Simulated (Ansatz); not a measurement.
Geometry optimisation, Ansatz 0.2.0, DFT PBE, scalar-relativistic, plane waves, PAW.

input.yaml

```yaml
crystal:
  lattice:
    - [8.1, 0.0, 0.0]
    - [0.0, 8.1, 0.0]
    - [0.0, 0.0, 8.1]
  atoms:
    - { symbol: Al, position: [0.5023956, 0.0083604, 0.0090407] }
    - { symbol: Al, position: [0.7458821, 0.252629, -0.0069594] }
    - { symbol: Al, position: [0.7456923, -0.007069, 0.2553648] }
    - { symbol: Al, position: [0.0028379, -0.003648, 0.002393] }
    - { symbol: Al, position: [0.2529376, 0.2573195, -0.0031223] }
    - { symbol: Al, position: [0.4964312, 0.5044359, 0.00437] }
    - { symbol: Al, position: [0.7407602, 0.7461611, -0.0022232] }
    - { symbol: Si, position: [0.2386015, -0.002369, 0.2514013] }
    - { symbol: Al, position: [0.5007929, 0.2453116, 0.2498908] }
    - { symbol: Al, position: [0.7524757, 0.5041403, 0.2511788] }
    - { symbol: Al, position: [0.754298, 0.24728, 0.5025864] }
    - { symbol: Al, position: [0.7472856, -0.0008959, 0.7546638] }
    - { symbol: Al, position: [-0.0037466, 0.50459, -0.0025555] }
    - { symbol: Al, position: [0.2519353, 0.7538911, 0.0010425] }
    - { symbol: Al, position: [-0.0055878, 0.2525744, 0.2541456] }
    - { symbol: Al, position: [0.2514636, 0.5064539, 0.2525737] }
    - { symbol: Al, position: [0.4954288, 0.7472541, 0.2476542] }
    - { symbol: Al, position: [-0.0016218, -0.0052399, 0.5017909] }
    - { symbol: Al, position: [0.2442568, 0.248085, 0.4978604] }
    - { symbol: Al, position: [0.504023, 0.4984585, 0.4919313] }
    - { symbol: Al, position: [0.753175, 0.7595868, 0.5010383] }
    - { symbol: Al, position: [0.2455156, -0.0028027, 0.747176] }
    - { symbol: Al, position: [0.4996197, 0.2451435, 0.7510224] }
    - { symbol: Al, position: [0.7568391, 0.4968925, 0.7594353] }
    - { symbol: Al, position: [-0.0026161, 0.7475577, 0.2516175] }
    - { symbol: Al, position: [0.0047552, 0.4923893, 0.5020635] }
    - { symbol: Al, position: [0.2499859, 0.7538316, 0.4986173] }
    - { symbol: Al, position: [-0.0024943, 0.2528765, 0.752389] }
    - { symbol: Al, position: [0.2492062, 0.4934186, 0.7561869] }
    - { symbol: Al, position: [0.5055284, 0.7510139, 0.7488703] }
    - { symbol: Al, position: [0.0001117, 0.7509064, 0.7540888] }
basis:
  ecutwfc: 420.0
kpoints:
  mp_grid: { grid: [2, 2, 2] }
hamiltonian:
  xc: pbe
  pseudopotentials: { kind: paw, azcp: { folder: soft_1 } }
scf:
  occupations: { method: fermi_dirac, width: 0.15 }
  lower_state_search: "off"
relax:
  f_tol: 0.03
  max_steps: 60
  adjacent_minimum: "off"
```

Run as:

```bash
$ ansatz run input.yaml --threads 2 --pin off --max-ram 5120MiB --backend cpu --events-out ev --progress --plain --runs-dir out
```

Task: Where does it end, and by what steps?

Result: It converged. The force dipped under the threshold on the way, but the program's further checks kept it going. Limits of this set-up: coarse k mesh, no spin, though dangling bonds at a vacancy may carry it, a small cell, in which the defect meets its images. After 3 steps the energy has fallen by 0.298 eV; Al7 moved furthest, 0.10 Å.

```
step  energy less start (eV)  largest force component (eV/Å)  accepted
   0                  0.0000                           0.471       yes
   1                 -0.2847                           0.132       yes
   2                 -0.2977                           0.017       yes
   3                 -0.2977                           0.017       yes
```

```xyz
31
Lattice="8.1000 0.0000 0.0000 0.0000 8.1000 0.0000 0.0000 0.0000 8.1000" Properties=species:S:1:pos:R:3
Al 4.025 0.001 0.018
Al 6.083 2.028 0.025
Al 6.080 -0.001 2.021
Al 0.014 0.001 0.029
Al 2.005 2.026 0.027
Al 4.037 4.052 0.031
Al 6.083 6.071 0.026
Si 1.975 0.001 1.995
Al 4.017 1.976 2.037
Al 6.078 4.048 2.021
Al 6.071 2.015 4.046
Al 6.071 -0.003 6.088
Al 0.009 4.051 0.029
Al 2.003 6.077 0.030
Al 0.013 2.023 2.023
Al 2.010 4.050 2.023
Al 4.018 6.121 2.037
Al 0.005 -0.001 4.046
Al 2.027 1.978 4.036
Al 4.028 4.048 4.042
Al 6.072 6.080 4.045
Al 2.003 0.000 6.098
Al 4.031 2.019 6.087
Al 6.082 4.051 6.091
Al 0.013 6.075 2.024
Al 0.022 4.048 4.050
Al 2.027 6.122 4.034
Al 0.009 2.030 6.098
Al 2.005 4.051 6.098
Al 4.030 6.081 6.086
Al 0.011 6.070 6.098
```

The run took 32 s on 2 threads of Arm Neoverse V1, with other jobs on the host, peak memory 0.97 GiB.
